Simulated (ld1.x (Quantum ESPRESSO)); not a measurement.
**Plane-wave convergence, RRKJ potential for gadolinium**

```
Element                 : Gd
Generator               : ld1.x (Quantum ESPRESSO) 7.5
Type                    : norm-conserving RRKJ (Kleinman–Bylander form)
Functional              : revPBE
Relativity              : scalar-relativistic
Frozen core             : [Kr] 4d10 4f7
Valence charge          : 11
Reference configuration : 5s2 5p6 5d1 6s2 6p0
Partial waves           : 5p (bound): rc 2.60 bohr; 5d (bound): rc 1.95 bohr; 5s (bound): rc 1.40 bohr
Local potential         : the s channel
Core correction         : none
rho0                    : 0.01
```

Occupied shells without a wave of their own: 6s. They enter only through the test configuration that unscreens the potential.

The pseudo-atom Hamiltonian at the reference potential is diagonalised in spherical Bessel functions j_l(qr) that vanish at 20 bohr, with q² up to the cutoff. All-electron valence levels (Ry): 5p -2.0037, 6p -0.0971, 5d -0.1830, 5s -3.6556, 6s -0.2999.

Problem. How do the lowest levels (Ry) of each channel move with the cutoff, and are there ghosts?

Solution.

```csv
cutoff (Ry),p #1,p #2,d #1,s #1,s #2,f #1,Σ f·Δε (mRy)
8,-1.7987,-0.0866,-0.1297,-2.9667,-0.2313,0.0905,2805.9
18,-2.0037,-0.0978,-0.1786,-3.5277,-0.2861,0.0905,295.7
35,-2.0037,-0.0988,-0.1819,-3.6193,-0.3004,0.0905,80.4
60,-2.0037,-0.0989,-0.1830,-3.6504,-0.3030,0.0905,12.0
100,-2.0037,-0.0989,-0.1830,-3.6546,-0.3036,0.0905,2.3
160,-2.0037,-0.0989,-0.1830,-3.6556,-0.3037,0.0905,0.1
400,-2.0037,-0.0989,-0.1830,-3.6556,-0.3037,0.0905,0.0
```

Result: no extra level below or beside the all-electron valence levels (p, d, s, f tested); 10 mRy is reached at 70 Ry and 1 mRy at 120 Ry.
